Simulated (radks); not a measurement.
Question: Species: W LVIII. Configuration: [Ne] 3s2 3p5 (the NIST ground configuration). Calculated with a radial shooting solver on a logarithmic mesh with Libxc functionals: non-relativistic Kohn-Sham, PBE, spin-polarised, spherical densities, point nucleus; open shells are filled with parallel spins first (spin-orbit coupling, left out, can overturn this in heavy ions); relativity is left out, which matters for an element this heavy. Some entries of the table are withheld. Estimate them.

orbital,occ.,eigenvalue (hartree),r(max) (bohr)
1s up,1,-2497.844,0.01358
1s down,1,-2497.722,0.01358
2s up,1,(1),0.07360
2s down,1,(2),0.07360
2p up,3,(3),0.05713
2p down,3,(4),0.05714
3s up,1,-215.4711,0.1932
3s down,1,-215.1429,0.1932
3p up,3,-209.9278,(5)
3p down,2,-209.5868,(6)

Answer: 
(1) 2s up eigenvalue (hartree): -534.5853
(2) 2s down eigenvalue (hartree): -534.5020
(3) 2p up eigenvalue (hartree): -520.3414
(4) 2p down eigenvalue (hartree): -520.2169
(5) 3p up r(max) (bohr): 0.1808
(6) 3p down r(max) (bohr): 0.1808
